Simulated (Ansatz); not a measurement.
Cartesian coordinates in Å:
```
C -0.064 0.526 -0.148
As -0.750 -1.282 0.213
H 0.400 0.942 0.748
H -0.891 1.166 -0.454
H 0.682 0.497 -0.945
H 0.622 -1.849 0.585
```

Charge 0, multiplicity 2.

Task: List the PBE/def2-TZVPP orbital energies in eV (Ansatz 0.2.0). (Estimate.)

Result: Ansatz gave: α occupied: -11540.75, -1447.40, -1294.56, -1294.52, -1294.49, -269.09, -182.95, -131.39, -131.31, -131.21, -40.87, -40.85, -40.77, -40.73, -40.69, -17.81, -14.21, -10.24, -10.16, -8.27, -6.78, -5.08. α empty: -0.32, 0.57, 1.52, 2.21, 2.30, 3.95, 4.58, 4.78. β occupied: -11540.71, -1447.39, -1294.51, -1294.50, -1294.48, -269.09, -182.90, -131.29, -131.27, -131.19, -40.74, -40.72, -40.72, -40.65, -40.64, -17.68, -13.71, -10.20, -10.03, -8.15, -6.50. β empty: -3.56, -0.16, 0.85, 1.63, 2.34, 2.35, 4.46, 4.86. ⟨S²⟩ = 0.753.
